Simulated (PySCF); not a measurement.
CH₃CdFO. Atoms are numbered in the order given.

```xyz
7

Cd     0.0542    -0.3427     0.0000
F     -0.2744    -2.2387     0.0000
O      0.5390     1.5541     0.0000
C     -0.4065     2.5769     0.0000
H     -1.0661     2.5799    -0.8921
H      0.1264     3.5459     0.0000
H     -1.0661     2.5799     0.8921
```
Charge 0, spin multiplicity 1.

Geometry optimised at PBE0-D3(BJ)/def2-SVP. The def2 effective core potentials stand for the cores of Cd; spin–orbit coupling is left out. One conformer was computed; it need not be the lowest.

The numbers are results of PBE0-D3(BJ)/def2-SVP (PySCF), not measurements.

Frequencies are harmonic and unscaled.

```json
[
 {"mode": "1", "ν (cm⁻¹)": "98", "IR (km/mol)": "8.9", "moving atoms (share of kinetic energy)": "F 50 %, Cd 20 %, C 20 %, H 10 %"},
 {"mode": "2", "ν (cm⁻¹)": "108", "IR (km/mol)": "8.3", "moving atoms (share of kinetic energy)": "H 46 %, F 32 %, Cd 15 %"},
 {"mode": "3", "ν (cm⁻¹)": "161", "IR (km/mol)": "22.7", "moving atoms (share of kinetic energy)": "H 42 %, O 34 %, F 12 %, Cd 12 %"},
 {"mode": "4", "ν (cm⁻¹)": "233", "IR (km/mol)": "17.0", "moving atoms (share of kinetic energy)": "O 32 %, C 31 %, H 17 %, Cd 14 %"},
 {"mode": "5", "ν (cm⁻¹)": "515", "IR (km/mol)": "4.5", "moving atoms (share of kinetic energy)": "O 61 %, F 23 %, C 8 %"},
 {"mode": "6", "ν (cm⁻¹)": "646", "IR (km/mol)": "75.5", "moving atoms (share of kinetic energy)": "F 64 %, Cd 23 %, O 10 %"},
 {"mode": "7", "ν (cm⁻¹)": "1158", "IR (km/mol)": "195.5", "moving atoms (share of kinetic energy)": "O 48 %, C 43 %, H 9 %"},
 {"mode": "8", "ν (cm⁻¹)": "1173", "IR (km/mol)": "0.0", "moving atoms (share of kinetic energy)": "H 77 %, C 19 %"},
 {"mode": "9", "ν (cm⁻¹)": "1190", "IR (km/mol)": "3.1", "moving atoms (share of kinetic energy)": "H 70 %, C 20 %, O 10 %"},
 {"mode": "10", "ν (cm⁻¹)": "1469", "IR (km/mol)": "1.8", "moving atoms (share of kinetic energy)": "H 96 %"},
 {"mode": "11", "ν (cm⁻¹)": "1469", "IR (km/mol)": "10.7", "moving atoms (share of kinetic energy)": "H 93 %"},
 {"mode": "12", "ν (cm⁻¹)": "1483", "IR (km/mol)": "45.2", "moving atoms (share of kinetic energy)": "H 91 %, C 9 %"},
 {"mode": "13", "ν (cm⁻¹)": "2967", "IR (km/mol)": "125.8", "moving atoms (share of kinetic energy)": "H 97 %"},
 {"mode": "14", "ν (cm⁻¹)": "3029", "IR (km/mol)": "68.2", "moving atoms (share of kinetic energy)": "H 90 %, C 10 %"},
 {"mode": "15", "ν (cm⁻¹)": "3073", "IR (km/mol)": "37.0", "moving atoms (share of kinetic energy)": "H 91 %, C 9 %"}
]
```
